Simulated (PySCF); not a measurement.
# Simulated absorption spectrum

Compound: C₅H₉BO₂.
SMILES: `C=CC/C=C\B(O)O`

Computed, not measured: TDDFT B3LYP/def2-SVPD, vertical, gas phase, core orbitals frozen in the response (PySCF). The structure is a single PBE0-D3(BJ)/def2-SVP conformer in the gas phase; no vibrational or solvent corrections.

Broadening: Gaussians 0.5 eV wide at half height, area fixed by f = 4.319×10⁻⁹ ∫ε dν̃. The width is an assumption, not a result. The curve ends short of the highest state used, and states not computed would add to its high-energy end.

E (eV), ε (L mol⁻¹ cm⁻¹) and a bar:
```
     4.64          3 
     4.68          7 
     4.71         10 
     4.75         19 
     4.79         32 
     4.83         53 
     4.87         86 
     4.91        134 
     4.94        182 
     4.98        266 
     5.02        375 #
     5.06        510 #
     5.10        669 #
     5.14        848 #
     5.18       1038 ##
     5.21       1180 ##
     5.25       1357 ##
     5.29       1508 ###
     5.33       1619 ###
     5.37       1682 ###
     5.41       1695 ###
     5.44       1676 ###
     5.48       1625 ###
     5.52       1566 ###
     5.56       1533 ###
     5.60       1569 ###
     5.64       1722 ###
     5.68       2045 ###
     5.71       2429 ####
     5.75       3167 #####
     5.79       4194 #######
     5.83       5519 #########
     5.87       7123 ############
     5.91       8948 ###############
     5.94      10406 ##################
     5.98      12365 #####################
     6.02      14204 ########################
     6.06      15765 ###########################
     6.10      16905 #############################
     6.14      17516 ##############################
     6.18      17545 ##############################
     6.21      17189 #############################
     6.25      16265 ############################
     6.29      14938 ##########################
     6.33      13359 #######################
     6.37      11696 ####################
     6.41      10104 #################
     6.44       9035 ###############
     6.48       7848 #############
     6.52       6970 ############
     6.56       6403 ###########
     6.60       6107 ##########
     6.64       6016 ##########
     6.68       6054 ##########
     6.71       6121 ##########
     6.75       6210 ###########
```

Task: Locate the maxima and give the states behind the curve.

Result: 230 nm (5.40 eV), ε about 1700, made up of S1 (98%); 201 nm (6.16 eV), ε about 18000, made up of S2 (98%) (ε in L mol⁻¹ cm⁻¹; maxima over ε = 5, shares over 10%). At its high-energy end, 6.75 eV, the curve is still rising (ε about 6200, from S6). The states used: S1 5.39 eV (f 0.031); S2 6.16 eV (f 0.320); S3 6.31 eV (f 0.0047); S4 6.50 eV (f 0.0029); S5 6.55 eV (f 0.0020); S6 6.77 eV (f 0.095); S7 7.06 eV (f 0.016); S8 7.15 eV (f 0.024); S9 7.26 eV (f 0.016); S10 7.35 eV (f 0.023).

Task: On this curve, what absorbance would a 10⁻⁴ mol/L sample give at 254 nm over a 1 cm path?

Result: 254 nm is 4.881 eV, where ε is about 98 L mol⁻¹ cm⁻¹, so A = ε c l ≈ 0.0098 (Beer–Lambert, with the gas-phase spectrum and the assumed width).

Task: Coming from long wavelengths, where does ε first pass 100 L mol⁻¹ cm⁻¹?

Result: At about 254 nm (4.88 eV), 0.50 eV below S1.

Task: What would ε be at 6.16 eV, the highest of these maxima, with half the width (0.25 eV)?

Result: About 34700 L mol⁻¹ cm⁻¹ against 17600, a factor of about 1.97; a lone state at its own centre would give exactly 2.

The vertical ionisation energy (ΔSCF) is 9.19 eV, 1.84 eV above S10.
